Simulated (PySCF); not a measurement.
Correlation energy of Mn²⁺ (manganese, charge +2)

Starting occupation: [Ar] 3d5, 3d5/2 with m_j = -3/2, -1/2, +1/2, +3/2, +5/2. Computed with PySCF 2.14 in x2c-SVPall-2c with one added diffuse shell each of s, d type (6s5p4d1f, 48 functions), with X2C-1e with screened-nucleus spin-orbit coupling, Gaussian nucleus. Frozen: [Ne]; 13 electrons correlated; the 6 highest virtual spinors left out.

MP2 pair energies summed by pair of shells (mhartree):

```
 pair  energy  share (%)
3d-3p  -91.03       43.0
3p-3p  -59.59       28.1
3d-3d  -42.44       20.0
3p-3s  -10.45        4.9
3d-3s   -6.42        3.0
3s-3s   -1.89        0.9
```

Total MP2 correlation energy: -211.81 mhartree.

The GHF reference relaxed away from the jj start to a determinant that is no pure jj level (⟨S²⟩ = 8.75, ⟨J²⟩ = 8.75); the energies belong to that determinant.

This basis was not built for core-valence correlation, so the inner-shell part is incomplete.
